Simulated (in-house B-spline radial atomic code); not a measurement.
Results of a calculation; reference values are marked as such.
Correlation energy from the adiabatic connection: ω²r²/2 − Z/r, ω = 3.62, Z = 1

Two electrons in a singlet, external potential ω²r²/2 − Z/r, ω = 3.62, Z = 1 (atomic units). Full CI in B-splines (partial waves to l = 8, correlation up to 0.6 % small) with the density held fixed gives W(λ) = <V_ee>_λ − U, and E_c is the integral of W(λ) − W(0) from 0 to 1.

| λ | W(λ) − W(0) (hartree) |
| --- | --- |
| 0 | 0.00000 |
| 0.02 | -0.00190 |
| 0.05 | -0.00473 |
| 0.12 | -0.01124 |
| 0.25 | -0.02300 |
| 0.4 | -0.03605 |
| 0.6 | -0.05263 |
| 0.8 | -0.06834 |
| 1 | -0.08323 |

Q: Integrate the table by the trapezoid rule.

A: The strips give -0.00002, -0.00010, -0.00056, -0.00223, -0.00443, -0.00887, -0.01210, -0.01516, which sum to -0.04345 hartree. The direct value, W(1) − W(0) + T_c with T_c = 0.03972, is -0.04351; the curve is convex, so chords lie above it and the trapezoids fall short in size by 0.13 %.

Q: Now use only three numbers: W(0) = -1.6471, the initial slope W'(0) = -0.0953 (extrapolated from the first points) and the strong-coupling limit of the point-charge-plus-continuum model, W∞ = -2.2689. What do second-order theory and the interpolation W(λ) = W∞ + (W(0) − W∞)/√(1 + 2χλ) of Seidl, Perdew and Levy give?

A: Second order keeps the slope alone: E_c = W'(0)/2 = -0.04765, +10 % in size against -0.04351. Matching the slope fixes χ = W'(0)/(W∞ − W(0)) = -0.0953/(-0.62180) = 0.15326. Integrating, with s = √(1 + 2χ) = 1.143035, E_c = −(W(0) − W∞)(s − 1)/(s + 1) = −0.62180 × 0.143035/2.143035 = -0.04150 hartree, -4.6 % in size against the full result. At λ = 1 the formula gives W − W(0) = -0.07781 against -0.08323. Part of the miss can come from the model's W∞.
